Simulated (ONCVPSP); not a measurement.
## u(r) = r·R(r): atom against pseudo-atom (Tl (Z = 81))

Columns: radius, all-electron u(r) and pseudo u(r) of the 5s shell (level -131.30 eV) of thallium in the configuration [Kr] 4d10 4f14 5s2 5p6 5d10 6s2 6p1; LDA (Perdew-Zunger), scalar-relativistic, ONCV scheme, ONCVPSP 4.0.1.

| r (bohr) | all-electron | pseudo |
| --- | --- | --- |
| 0.088 | 0.1687 | 0.1186 |
| 0.175 | 0.2533 | 0.2481 |
| 0.262 | -0.5743 | 0.3966 |
| 0.350 | -0.6610 | 0.5651 |
| 0.438 | -0.1581 | 0.7414 |
| 0.525 | 0.4480 | 0.9062 |
| 0.612 | 0.9173 | 1.0427 |
| 0.700 | 1.1894 | 1.1349 |
| 0.788 | 1.2858 | 1.1717 |
| 0.875 | 1.2589 | 1.1523 |
| 0.962 | 1.1593 | 1.0847 |
| 1.050 | 1.0225 | 0.9805 |
| 1.138 | 0.8750 | 0.8559 |
| 1.225 | 0.7340 | 0.7272 |
| 1.312 | 0.6057 | 0.6040 |
| 1.400 | 0.4924 | 0.4920 |
| 1.487 | 0.3972 | 0.3970 |
| 1.575 | 0.3171 | 0.3169 |
| 1.662 | 0.2522 | 0.2521 |
| 1.750 | 0.1990 | 0.1988 |
| 1.838 | 0.1563 | 0.1562 |
| 1.925 | 0.1227 | 0.1226 |
| 2.012 | 0.0960 | 0.0959 |
| 2.100 | 0.0747 | 0.0747 |
| 2.188 | 0.0580 | 0.0580 |
| 2.275 | 0.0451 | 0.0451 |

Q: How many radial nodes do the two functions have?

A: The all-electron 5s function has n − l − 1 = 4 (the table is too coarse to show those close to the nucleus); the pseudo-wave has 0, since the states of the same l below it are removed with the core.

Q: At about which radius was the pseudo-wave matched?

A: 1.50 bohr. The columns agree to 0.0005 from 1.40 bohr on; several derivatives are matched, so the curves merge somewhat inside the radius.

Q: Where does each function peak?

A: Outermost all-electron maximum near 0.79 bohr, pseudo maximum near 0.79 bohr (to the table’s step).

Q: Is the pseudo-wave norm-conserving?

A: Yes: the ONCV scheme keeps the norm inside the radius equal to the all-electron one, which fixes the energy derivative of the logarithmic derivative at the level.
